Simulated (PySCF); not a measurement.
**Pb(CH3)2Cl2: from a saddle point downhill**

PySCF 2.14.0, RKS B3LYP, Pb def2-SVP with ECP60, C def2-SVP, H def2-SVP, Cl def2-SVP; non-relativistic Hamiltonian with scalar-relativistic core potentials where named; density fitting; no spin-orbit coupling. Relaxed within the symmetry of its start, the geometry (C2v) is

```xyz
11

Pb    0.0000    0.0000    0.2538
C     1.4821    1.4821    1.0548
H     1.9277    1.9277    0.1569
H     0.9411    2.2295    1.6472
H     2.2295    0.9411    1.6472
C    -1.4821   -1.4821    1.0548
H    -1.9277   -1.9277    0.1569
H    -0.9411   -2.2295    1.6472
H    -2.2295   -0.9411    1.6472
Cl    1.4134   -1.4134   -1.2163
Cl   -1.4134    1.4134   -1.2163
```

and its lowest harmonic modes are -71, -69, 97, 104, 118, 123 cm⁻¹ (negative: unstable). It was moved along the lowest mode and relaxed again, within the group C2 that the move left.

(1) Where does it end, and how much lower?

(2) How do the contacts change?

(3) Is the end a minimum?

State: singlet.

## Answers

(1) In C2, 0.021 eV lower, after 29 steps:
```xyz
11

Pb    0.0000    0.0000    0.2663
C     1.5254    1.4472    1.0541
H     1.3171    2.3872    0.5279
H     1.4220    1.5525    2.1412
H     2.4965    1.0249    0.7672
C    -1.5254   -1.4472    1.0541
H    -1.3171   -2.3872    0.5279
H    -1.4220   -1.5525    2.1412
H    -2.4965   -1.0249    0.7672
Cl    1.3994   -1.4282   -1.2067
Cl   -1.3994    1.4282   -1.2067
```

(2) 
```json
{"contact": "Pb1–C2 (CH3)", "saddle (Å)": "2.244", "end (Å)": "2.245"}
{"contact": "Pb1–C6 (CH3)", "saddle (Å)": "2.244", "end (Å)": "2.245"}
{"contact": "Pb1–Cl10 (Cl)", "saddle (Å)": "2.481", "end (Å)": "2.484"}
{"contact": "Pb1–Cl11 (Cl)", "saddle (Å)": "2.481", "end (Å)": "2.484"}
```


(3) Yes; lowest modes 94, 96, 97, 109, 126, 127 cm⁻¹.
